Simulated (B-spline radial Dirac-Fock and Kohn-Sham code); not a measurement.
# X-ray form factors of tellurium in several charge states

Method: relativistic Hartree-Fock (Dirac-Fock) wave functions, averaged over the configuration. Computed with a radial finite-basis atomic code.

Configurations: Te¹⁰⁺ [Kr] 4d6; Te¹¹⁺ [Kr] 4d5; Te¹²⁺ [Kr] 4d4. The first column is f₀ of Te¹⁰⁺, the others are differences from it.

```tsv
s (Å⁻¹)	Te¹⁰⁺	Δ Te¹¹⁺	Δ Te¹²⁺
0	42.000	-1.000	-2.000
0.1	41.087	-0.919	-1.843
0.2	38.574	-0.708	-1.434
0.3	35.036	-0.446	-0.919
0.4	31.159	-0.210	-0.449
0.5	27.500	-0.048	-0.117
0.7	21.865	+0.059	+0.115
0.9	18.315	+0.026	+0.056
1.1	15.814	-0.012	-0.022
1.4	12.648	-0.023	-0.049
```
